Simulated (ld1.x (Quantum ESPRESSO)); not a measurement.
**Logarithmic derivatives: lanthanum (La), PAW**

lanthanum, PAW, made with ld1.x (Quantum ESPRESSO) 7.5 (PBE, fully relativistic). Core [Kr] 4d10, reference 4f0 5s2 5p6 5d1 6s2 6p0. Waves: 5s (bound): rcut 2.50, rcutus 3.05 bohr; 6s (bound): rcut 2.50, rcutus 3.05 bohr; 5p (bound): rcut 2.90, rcutus 3.85 bohr; 6p (bound, empty): rcut 2.90, rcutus 3.85 bohr; 5d (bound): rcut 3.15, rcutus 4.10 bohr; 5d channel at 4.65 Ry: rcut 3.15, rcutus 4.10 bohr; 4f (bound, empty): rcut 1.45, rcutus 1.55 bohr; 4f channel at 4.5 Ry: rcut 1.45, rcutus 1.55 bohr. Local part: all-electron potential smoothed inside 1.55 bohr (lloc = -1). Core correction: Bessel-smoothed model core inside 1.30 bohr. Augmentation charge: BESSEL, radius 1.55 bohr.

Open shells are filled in proportion to 2j + 1 (rel_dist='average').

The phase is arctan(r·u′/u) with u = r·R(r), unwrapped; energies in Ry, scanned from -5 to 5 Ry. A pole is an energy at which the radial function vanishes at the test radius. The pseudo phase is shifted by a multiple of π to meet the all-electron one at the reference energy, and phase errors are pseudo minus all-electron; the curves can meet again beyond the range given. Levels narrower than the energy grid can be missing from the lists of poles.

```csv
channel,radius (bohr),reference energy (Ry),"poles, all-electron","poles, pseudo",unbroken range about the reference energy with phases within 0.05 rad,phase error 1 Ry above the reference energy (rad)
s,4.43,-0.27,"0.38, 3.54",0.41,below 1.0,+0.022
p1/2,4.43,-0.11,"-1.76, 0.90, 4.19","-1.76, 0.73, 1.65, 5.00",below 0.7,-0.090
p3/2,4.43,-0.10,"-1.58, 1.01, 4.37","-1.58, -0.46, 0.43, 3.94",-0.2 to 0.0,-0.395
d3/2,4.43,-0.24,"-0.08, 2.10",0.51,-0.2 to -0.2,+1.108
d5/2,4.43,-0.22,"-0.06, 2.13",0.58,-0.2 to -0.2,+1.063
```

The ghost test of this file was not conclusive.

Phases in the d5/2 channel:

| E (Ry) | all-electron | pseudo |
| --- | --- | --- |
| -5.00 | 1.469 | 1.468 |
| -4.74 | 1.466 | 1.465 |
| -4.48 | 1.463 | 1.461 |
| -4.22 | 1.459 | 1.458 |
| -3.96 | 1.456 | 1.454 |
| -3.70 | 1.451 | 1.449 |
| -3.44 | 1.447 | 1.444 |
| -3.18 | 1.442 | 1.438 |
| -2.92 | 1.436 | 1.431 |
| -2.66 | 1.429 | 1.423 |
| -2.40 | 1.421 | 1.413 |
| -2.14 | 1.411 | 1.401 |
| -1.88 | 1.399 | 1.385 |
| -1.62 | 1.385 | 1.363 |
| -1.36 | 1.365 | 1.331 |
| -1.10 | 1.336 | 1.277 |
| -0.84 | 1.288 | 1.168 |
| -0.58 | 1.179 | 0.827 |
| -0.32 | 0.357 | -0.624 |
| -0.06 | -1.570 | -1.309 |
| 0.20 | -1.775 | -1.475 |
| 0.46 | -1.957 | -1.549 |
| 0.72 | -2.425 | -1.593 |
| 0.98 | -3.815 | -1.625 |
| 1.24 | -4.387 | -1.652 |
| 1.50 | -4.557 | -1.678 |
| 1.76 | -4.640 | -1.705 |
| 2.02 | -4.693 | -1.736 |
| 2.28 | -4.735 | -1.777 |
| 2.54 | -4.774 | -1.834 |
| 2.80 | -4.819 | -1.929 |
| 3.06 | -4.881 | -2.118 |
| 3.32 | -4.994 | -2.628 |
| 3.58 | -5.335 | -3.686 |
| 3.84 | -6.822 | -4.234 |
| 4.10 | -7.503 | -4.435 |
| 4.36 | -7.665 | -4.534 |
| 4.62 | -7.737 | -4.595 |
| 4.88 | -7.779 | -4.641 |
